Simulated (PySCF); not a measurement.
In(F)2(Cl), SMILES [F][In]([F])[Cl] at its PBE0/def2-SVP optimised geometry (Å):

```
4

In    -0.3659    -0.1242     0.0000
F      1.5723    -0.1242     0.0000
F     -1.2585    -1.8442    -0.0051
Cl    -1.5723     1.8442     0.0000
```

Calculation: PBE0/def2-TZVP, def2 effective core potentials past Kr run with PySCF 2.14.0. The core electrons that the potentials of In replace are not part of the density. Cells within 0.4 Å of a nucleus heavier than hydrogen are left out (blank, or x).

Map of the electrostatic potential (hartree/e), clipped to [-0.08, 0.12] on the plane z = 0.0 Å:

```
|222222222222222222222222222|
|222233333222222222222222222|
|222333444332222222222222222|
|222335789743222222222222222|
|222358999995322222222222222|
|222369999999433333222222222|
|22248999x999744333222222222|
|2223899xxx99965543221111122|
|22237999x999998653211111112|
|222259999999999963110001111|
|222237999999999984210000111|
|222235899999999999982000111|
|222335799999999999999100011|
|22334589999xxx999xxx9400011|
|22334589999xx9999xxx9300011|
|222334699999999999999100011|
|222223479999999998951000111|
|222211289999999974200000111|
|221110399x99999853110001111|
|21110039xxx9866543211111111|
|211100299x99333433221111122|
|211100059994112332222222222|
|211100002310012222222222222|
|211100000000011222222222222|
|211110000000111222222222222|
|221111100001111222222222222|
|221111111111112222222222222|
```
Scale: ten equal steps from -0.045 (start of '0') to 0.120 (end of '9'), in the order '0123456789'; x runs from -4.00 to 4.00, y from -4.00 (bottom) to 4.00 (top).
